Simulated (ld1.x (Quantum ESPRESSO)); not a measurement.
## u(r) = r·R(r): atom against pseudo-atom (ruthenium)

Columns: radius, all-electron u(r) and pseudo u(r) of the 4d shell (level -5.40 eV) of ruthenium in the configuration [Ar] 3d10 4s2 4p6 4d7 5s1 5p0; LDA (PZ), scalar-relativistic, TM scheme, ld1.x (Quantum ESPRESSO) 7.5.

```json
{"r (bohr)": "0.150", "all-electron": "0.2879", "pseudo": "-0.0084"}
{"r (bohr)": "0.300", "all-electron": "0.3584", "pseudo": "-0.0621"}
{"r (bohr)": "0.450", "all-electron": "0.0770", "pseudo": "-0.1831"}
{"r (bohr)": "0.600", "all-electron": "-0.2624", "pseudo": "-0.3581"}
{"r (bohr)": "0.750", "all-electron": "-0.5282", "pseudo": "-0.5461"}
{"r (bohr)": "0.900", "all-electron": "-0.6957", "pseudo": "-0.7006"}
{"r (bohr)": "1.050", "all-electron": "-0.7800", "pseudo": "-0.7938"}
{"r (bohr)": "1.200", "all-electron": "-0.8055", "pseudo": "-0.8242"}
{"r (bohr)": "1.350", "all-electron": "-0.7935", "pseudo": "-0.8085"}
{"r (bohr)": "1.500", "all-electron": "-0.7597", "pseudo": "-0.7674"}
{"r (bohr)": "1.650", "all-electron": "-0.7142", "pseudo": "-0.7167"}
{"r (bohr)": "1.800", "all-electron": "-0.6637", "pseudo": "-0.6640"}
{"r (bohr)": "1.950", "all-electron": "-0.6119", "pseudo": "-0.6119"}
{"r (bohr)": "2.100", "all-electron": "-0.5612", "pseudo": "-0.5612"}
{"r (bohr)": "2.250", "all-electron": "-0.5130", "pseudo": "-0.5130"}
{"r (bohr)": "2.400", "all-electron": "-0.4677", "pseudo": "-0.4677"}
{"r (bohr)": "2.550", "all-electron": "-0.4258", "pseudo": "-0.4258"}
{"r (bohr)": "2.700", "all-electron": "-0.3872", "pseudo": "-0.3872"}
{"r (bohr)": "2.850", "all-electron": "-0.3519", "pseudo": "-0.3519"}
{"r (bohr)": "3.000", "all-electron": "-0.3196", "pseudo": "-0.3196"}
{"r (bohr)": "3.150", "all-electron": "-0.2902", "pseudo": "-0.2902"}
{"r (bohr)": "3.300", "all-electron": "-0.2634", "pseudo": "-0.2634"}
{"r (bohr)": "3.450", "all-electron": "-0.2391", "pseudo": "-0.2391"}
{"r (bohr)": "3.600", "all-electron": "-0.2170", "pseudo": "-0.2170"}
{"r (bohr)": "3.750", "all-electron": "-0.1969", "pseudo": "-0.1969"}
{"r (bohr)": "3.900", "all-electron": "-0.1786", "pseudo": "-0.1786"}
```

(1) How many radial nodes do the two functions have?

(2) At about which radius was the pseudo-wave matched?

(3) Where does each function peak?

(4) Is the pseudo-wave norm-conserving?

Results:

(1) The all-electron 4d function has n − l − 1 = 1; the pseudo-wave has 0, since the states of the same l below it are removed with the core.

(2) 2.05 bohr. The columns agree to 0.0005 from 1.80 bohr on; several derivatives are matched, so the curves merge somewhat inside the radius.

(3) Outermost all-electron maximum near 1.20 bohr, pseudo maximum near 1.20 bohr (to the table’s step).

(4) Yes: the TM scheme keeps the norm inside the radius equal to the all-electron one, which fixes the energy derivative of the logarithmic derivative at the level.
